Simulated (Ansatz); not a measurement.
FH6NSSi2 (`N[SiH2][SiH](F)S`). Charge 0, multiplicity 1. The geometry is a stationary point of PBE0-D4/def2-TZVP. It is one conformer, not always the lowest.

```xyz
11

N     0.354   -0.162    1.644
Si   -0.956   -0.233    0.513
Si   -0.042    0.455   -1.533
F     0.119    2.057   -1.526
S     1.836   -0.522   -1.661
H     0.341   -0.789    2.434
H     0.713    0.739    1.920
H    -1.365   -1.659    0.417
H    -2.159    0.574    0.878
H    -0.791    0.122   -2.769
H     1.950   -0.581   -0.317
```

(1) What is the dipole moment at PBE/def2-TZVPP? (An estimate is asked.)

(2) And with r2SCAN, B3LYP, ωB97M-V? (Best estimate.)

(3) Give the Mulliken charges with PBE, ωB97M-V, B3LYP in def2-TZVPP. (An estimate is asked.)

Results:

(1) The calculation gave: 2.73 D, with components (-0.46, -0.70, 2.60) D in this frame, pointing from negative to positive charge.

(2) Computed: r2SCAN 2.78 D, B3LYP 2.74 D, ωB97M-V 2.74 D.

(3) Ansatz gave: 
```json
{"atom": "N1", "PBE": "-0.41", "ωB97M-V": "-0.40", "B3LYP": "-0.42"}
{"atom": "Si2", "PBE": "0.22", "ωB97M-V": "0.22", "B3LYP": "0.29"}
{"atom": "Si3", "PBE": "0.47", "ωB97M-V": "0.46", "B3LYP": "0.55"}
{"atom": "F4", "PBE": "-0.28", "ωB97M-V": "-0.31", "B3LYP": "-0.33"}
{"atom": "S5", "PBE": "-0.26", "ωB97M-V": "-0.26", "B3LYP": "-0.28"}
{"atom": "H6", "PBE": "0.16", "ωB97M-V": "0.12", "B3LYP": "0.14"}
{"atom": "H7", "PBE": "0.16", "ωB97M-V": "0.13", "B3LYP": "0.15"}
{"atom": "H8", "PBE": "-0.05", "ωB97M-V": "-0.02", "B3LYP": "-0.06"}
{"atom": "H9", "PBE": "-0.07", "ωB97M-V": "-0.04", "B3LYP": "-0.08"}
{"atom": "H10", "PBE": "-0.08", "ωB97M-V": "-0.04", "B3LYP": "-0.08"}
{"atom": "H11", "PBE": "0.13", "ωB97M-V": "0.14", "B3LYP": "0.13"}
```

B3LYP here is the variant with VWN-RPA as its local correlation; programs differ in this.
